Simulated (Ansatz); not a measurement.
Bi(Me)2(OH) (C2H7BiO), SMILES [CH3][Bi]([CH3])[OH].

Coordinates come from a PBE-D3(BJ)/def2-SVP optimisation. The structure was generated by enumeration; whether it is a known compound was not checked. The def2 effective core potentials stand for the cores of Bi; spin–orbit coupling is left out. The values are those of a single conformer.

Two levels are set side by side: PBE/def2-SVPD (Ansatz, an electronic-structure program) and PBE0/def2-SVPD (Ansatz). Energy differences of separate SCF runs at the same geometry; the states with an electron removed or added have multiplicity 2 and 2. Differences are taken from unrounded values.

```
quantity                           PBE0   PBE  PBE minus PBE0
---------------------------------  ----  ----  --------------
vertical ionisation energy (eV)    9.13  8.98           -0.16
vertical singlet–triplet gap (eV)  4.48  4.34           -0.14
```
